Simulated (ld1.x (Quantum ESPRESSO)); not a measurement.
**Which change was made? (N, ultrasoft)**

nitrogen, ultrasoft, made with ld1.x (Quantum ESPRESSO) 7.5 (PBEsol, scalar-relativistic). Core [He], reference 2s2 2p2 (charge +1). Waves: 2s (bound): rcut 0.75, rcutus 0.90 bohr; 2s channel at 2.45 Ry: rcut 0.75, rcutus 0.90 bohr; 2p (bound): rcut 1.45, rcutus 1.55 bohr; 2p channel at 0.45 Ry: rcut 1.45, rcutus 1.55 bohr. Local part: all-electron potential smoothed inside 1.00 bohr (lloc = -1). Core correction: none. Augmentation charge: PSQ, radius 0.60 bohr.

Cutoffs, loose and tight: the cutoffs (Ry, on a coarse ladder) from which the occupation-weighted sum of valence levels, in a spherical-Bessel basis at the reference potential, stays within 10 and 1 mRy of its value at 400 Ry. They do not see the model core or the augmentation charge, which bear on the density cutoff. Test errors are all-electron minus pseudo excitation energies from the reference, over the configurations 2s2 2p3; 2s2 2p1; 2s2 2p0; 2s1 2p0; 2s2 2p3.3; 2s2 2p2.5; 2s0 2p5; variants that change the core or the reference have their own tests.

The base gives: outcome: generated; cutoff, loose: 35 Ry; cutoff, tight: 50 Ry; bound ghosts: none; largest test error (meV): +435.

Question: After one change the result is: outcome: generated; cutoff, loose: 35 Ry; cutoff, tight: 50 Ry; bound ghosts: none; largest test error (meV): +85. Which change was it?
A. core correction a·sin(br)/r model core inside 0.74 bohr
B. core correction a·sin(br)/r model core inside 0.60 bohr
C. core correction a·sin(br)/r model core inside 0.50 bohr

Answer: C. The others give: core correction a·sin(br)/r model core inside 0.74 bohr → outcome: generated; cutoff, loose: 35 Ry; cutoff, tight: 50 Ry; bound ghosts: none; largest test error (meV): +237 | core correction a·sin(br)/r model core inside 0.60 bohr → outcome: generated; cutoff, loose: 35 Ry; cutoff, tight: 50 Ry; bound ghosts: none; largest test error (meV): +124.
